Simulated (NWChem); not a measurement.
System: C₅H₆; SMILES C(C=C)#CC

NWChem input:

```
start job
memory heap 200 mb stack 900 mb global 1100 mb
geometry units angstroms noautoz
  C     -2.304710     0.445865     0.753428
  C     -1.464389    -0.448049     0.210765
  C     -0.085991    -0.215748    -0.059136
  C      1.094216    -0.049518    -0.300398
  C      2.503648     0.157796    -0.583067
  H     -1.970119     1.448536     1.031538
  H     -3.351846     0.190787     0.931965
  H     -1.844236    -1.442920    -0.054027
  H      3.129050    -0.152234     0.269597
  H      2.718000     1.219025    -0.785490
  H      2.824197    -0.424972    -1.461000
end
basis spherical
  * library def2-svp
end
dft
  xc b3lyp
  iterations 150
  mulliken
end
task dft energy
```

Geometry: optimised at PBE0/def2-SVP. B3LYP is NWChem's, with the RPA form of VWN correlation.

### Question
Predict the main results of this run. (B3LYP/def2-SVP.) Quantities: energy (Ha); highest occupied level (eV); orbital gap (eV); dipole (D).

### Answer
- energy (Ha) = -193.92
- highest occupied level (eV) = -6.39
- orbital gap (eV) = 5.67
- dipole (D) = 0.66
